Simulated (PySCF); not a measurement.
BH2O3, SMILES [O]B(O)O, multiplicity 2. Coordinates come from a ωB97X-D3(BJ)/def2-SVP optimisation. The isomer is the one that the SMILES or the coordinates give; other isomers of the formula were not compared. Other conformers were not sampled.

Computed equilibrium geometry at ωB97X-D3(BJ)/def2-SVP (PySCF confirms it by a frequency run) as Cartesian coordinates in Å, and its point group (one conformer of several):
point group C2v.
```xyz
6

O      0.0000     0.0000     1.4352
B      0.0000     0.0000     0.0553
O      0.0000    -1.2268    -0.5464
O      0.0000     1.2268    -0.5464
H      0.0000    -1.2136    -1.5076
H      0.0000     1.2136    -1.5076
```
Charge 0, spin multiplicity 2.
